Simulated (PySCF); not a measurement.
C4H5BO2, SMILES C#CB(O)OC=C.

Coordinates come from a TPSSh-D3(BJ)/def2-SVP optimisation. The structure was generated by enumeration, and PubChem lists no compound with its InChIKey, so it may never have been made. The values are those of a single conformer.

All values below come from PBE/def2-TZVP (PySCF).

Isolated molecule, no solvent.

| Quantity | Result |
|---|---|
| total energy | -330.47394 hartree |
| point group | Cs |
| highest occupied level | -5.97 eV |
| lowest empty level | -1.86 eV |
| orbital gap | 4.11 eV |
| dipole moment | 1.39 D |
| quadrupole, principal values (traceless, Buckingham form, about the centre of nuclear charge) | -8.37, -1.67, 10.04 D·Å |
| mean static polarisability | 70.9 bohr³ (10.50 Å³) |
| polarisability, principal values | 41.2, 59.6, 111.8 bohr³ |
